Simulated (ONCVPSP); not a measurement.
## Which setting gave this result? (phosphorus, ONCV)

Base potential:

```json
{"Element": "P (Z = 15)", "Generator": "ONCVPSP 4.0.1", "Type": "optimised norm-conserving Vanderbilt (ONCV)", "Functional": "revPBE", "Relativity": "scalar-relativistic", "Frozen core": "[He]", "Valence charge": "13", "Reference configuration": "2s2 2p6 3s2 3p1.5 (charge +1.5)", "Partial waves": "2s+3s: rc 1.05 bohr, ncon 3, nbas 7, qcut 12.3 1/bohr, 2 projectors; 2p+3p: rc 0.90 bohr, ncon 3, nbas 7, qcut 17.6 1/bohr, 2 projectors; d scattering state at 0.2 Ha: rc 0.90 bohr, ncon 3, nbas 7, qcut 10.7 1/bohr, 2 projectors, debl 0.8 Ha", "Local potential": "polynomial inside 0.65 bohr (lpopt 5, dvloc0 3 Ha)", "Core correction": "Teter function, fcfact 5, rcfact 1"}
```

Cutoffs, loose and tight: the cutoffs (Ha) at which the residual kinetic energy of the hardest occupied pseudo-wave falls to 1 and 0.1 mHa per electron. They do not see the model core or the augmentation charge, which bear on the density cutoff. Test errors are all-electron minus pseudo excitation energies from the reference, over the configurations 2s2 2p6 3s2 3p3; 2s2 2p6 3s2 3p2; 2s2 2p6 3s2 3p1; 2s2 2p6 3s1 3p0; variants that change the core or the reference have their own tests.

Only the scale of all radii but the core radius (base = 1) is moved:

```tsv
scale of all radii but the core radius (base = 1)	cutoff, loose	cutoff, tight	bound ghosts	largest test error (meV)
0.8	129 Ha	145 Ha	none	+0.8
0.83	127 Ha	142 Ha	none	+0.8
0.91	117 Ha	132 Ha	none	+1.1
0.98	113 Ha	127 Ha	none	+1.2
1.02	110 Ha	124 Ha	none	+1.3
1.11	101 Ha	116 Ha	none	+1.5
1.24	88 Ha	101 Ha	none	-5.6
1.31	81 Ha	93 Ha	none	-9.7
```

One more run gave cutoff, loose: 97 Ha; cutoff, tight: 112 Ha; bound ghosts: none; largest test error (meV): -2.7. Which value of the scale of all radii but the core radius (base = 1) was used?

1.18. The loose cutoff moves one way along this sweep, from 129 Ha at 0.8 to 81 Ha at 1.31, which places the run between 1.11 and 1.24.
